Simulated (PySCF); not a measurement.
Geometry:
```json
{"atom": "Be1", "x (Å)": "0.000", "y (Å)": "0.000", "z (Å)": "0.000"}
{"atom": "Cl2", "x (Å)": "-0.020", "y (Å)": "-0.024", "z (Å)": "1.807"}
{"atom": "Cl3", "x (Å)": "0.020", "y (Å)": "0.024", "z (Å)": "-1.807"}
```

Geometry: PBE0-D3(BJ)/def2-SVP; GIAO absolute shieldings from PySCF 2.14.0 with density-fitted response routines, gas phase, non-relativistic, averaged over equivalent atoms.

At B3LYP/pcSseg-1 (60 basis functions, 1.2 s wall time on 1 thread of an x86-64 server CPU, shared host):
```tsv
atoms	σ (ppm)
Be1	95.3
Cl2/Cl3	950.5
```

Estimate the result of repeating the calculation with PBE0/pcSseg-1.

Answers


| atoms | σ at PBE0/pcSseg-1 | change |
| --- | --- | --- |
| Be1 | 97.3 | +2.0 |
| Cl2/Cl3 | 958.2 | +7.7 |

The largest change is at Cl2/Cl3 (chlorine bonded to Be). Cost: 60 basis functions, 2.1 s wall time on 1 thread of an x86-64 server CPU, shared host.
